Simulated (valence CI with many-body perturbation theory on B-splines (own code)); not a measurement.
Results of a calculation; reference values are marked as such.
# Er LXIII in three bases

Level of theory: relativistic CI+MBPT: four valence electrons over a frozen Dirac-Fock core [He], a basis of 9 s, 9 p, 8 d, 6 f, 3 g, 1 h functions for each j, with the one-electron correlation potential Σ1 (screened to all orders), the two-electron term Σ2, the three-electron term Σ3, Breit, model QED; selected single and double excitations, second order for the rest, scaled by the run's own slope (own B-spline code, finite nucleus).

The last digits are not significant, and no measured levels were compared; by estimate large intervals hold to a few tenths of a per cent, small ones and those within an open d or f shell to about a per cent.

The reference run has the lowest level (2s^2 2p1/2^2) J=0 and an ionisation energy of 15147.3 eV. Its largest variational space holds 20000 state functions.

Levels are named by their leading jj configuration (3d3/2^4 stands for four electrons in 3d with j = 3/2), which in mixed levels can hold well under half, so a name can repeat and another be missing. Letters in brackets count levels of one name in rising energy.

Changed runs:
A. basis 6 s, 6 p, 5 d, 3 f, 1 g
B. basis 5 s, 5 p, 4 d, 2 f

Excitation energies of the reference run in cm⁻¹, and shifts in cm⁻¹:

| Level | Reference | A | B |
| --- | --- | --- | --- |
| (2s^2 2p1/2 2p3/2) J=1 | 7702360 | +45 | -174 |
| (2s^2 2p1/2 2p3/2) J=2 | 7846640 | +192 | +200 |
| (2s 2p1/2^2 2p3/2) J=2 | 9828480 | -39 | -332 |
| (2s 2p1/2^2 2p3/2) J=1 | 10467500 | +56 | +110 |
| (2s^2 2p3/2^2) J=2 | 15707200 | +162 | -20 |
| (2s^2 2p3/2^2) J=0 | 16157200 | +129 | +181 |
| (2s 2p1/2 2p3/2^2) J=2 [a] | 17324200 | -87 | -677 |
| (2s 2p1/2 2p3/2^2) J=3 | 17666300 | +191 | -24 |
| (2s 2p1/2 2p3/2^2) J=0 | 18102700 | -40 | -171 |
| (2s 2p1/2 2p3/2^2) J=1 [a] | 18267400 | +109 | -19 |
| (2s 2p1/2 2p3/2^2) J=2 [b] | 18346400 | +242 | +344 |
| (2s 2p1/2 2p3/2^2) J=1 [b] | 18376900 | +117 | +133 |
| Ionisation energy (eV) | 15147.3 | +0.008 | -0.078 |
